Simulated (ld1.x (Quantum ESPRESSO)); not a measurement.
Results of a calculation; reference values are marked as such.
# Pseudopotentials across the periodic table

Generated with ld1.x 7.5 (TM, RRKJ, ultrasoft, PAW), atompaw 4.2 or ONCVPSP 4.0.1. The cutoff is in Ry: for ld1.x and atompaw files where the sum of valence levels is converged to 10 mRy in a Bessel basis, for ONCV files where the hardest occupied wave has 1 mHa per electron of residual kinetic energy. The error is the largest all-electron minus pseudo excitation energy over each file’s own four to seven test configurations (ionisations up to +4, promotions, holes and added fractions of an electron), all of which were solved. The labels leave out finer settings (local radius, basis sizes, second energies), which also bear on the numbers. Spin-polarised tests are not counted. The rows are a selection from randomly drawn settings: files with unsolved tests, undetermined cutoffs or missed reference levels are left out.

A true bound ghost makes a file unfit for plane-wave use even where its test errors are small: the radial tests pick states by their node count and pass the ghost by.

```tsv
element	potential	cutoff (Ry)	largest error (meV)	bound ghosts
O	TM, BLYP, scalar-relativistic, rc 0.70/1.65 (sp), local smoothed, core correction yes, reference 2s2 2p3.5	80	+2967	none
Mg	TM, PBE, non-relativistic, rc 1.80/2.40/1.90 (spd), local p, core correction no, reference 3s2 3p0	8	+112	none
Kr	RRKJ, revPBE, scalar-relativistic, rc 1.35/1.10/1.05 (spd), local s, core correction no, reference 3d10 4s2 4p6	230	-1277	p
Mo	ultrasoft, LDA (PZ), scalar-relativistic, rc 1.90/1.80/1.90 (spd), local smoothed, core correction no, reference 4s2 4p6 4d4 5s2 5p0	30	-42	none
```

Task: Fill in the row for W: TM, PBEsol, scalar-relativistic, rc 2.10/3.25/1.60 (spd), local p, core correction yes, reference 5d4 6s2 6p0.

Result: cutoff 30 Ry, largest error -1044 meV, bound ghosts: none.

Task: Fill in the row for Sn: TM, LDA (PZ), fully relativistic, rc 2.00/1.85/1.10 (spd), local s, core correction yes, reference 4d10 5s2 5p1.

Result: cutoff 100 Ry, largest error -57 meV, bound ghosts: none.

Task: Fill in the row for Si: RRKJ, PBE, scalar-relativistic, rc 1.70/1.60 (sp), local smoothed, core correction yes, reference 3s2 3p2.

Result: cutoff 18 Ry, largest error +110 meV, bound ghosts: none.
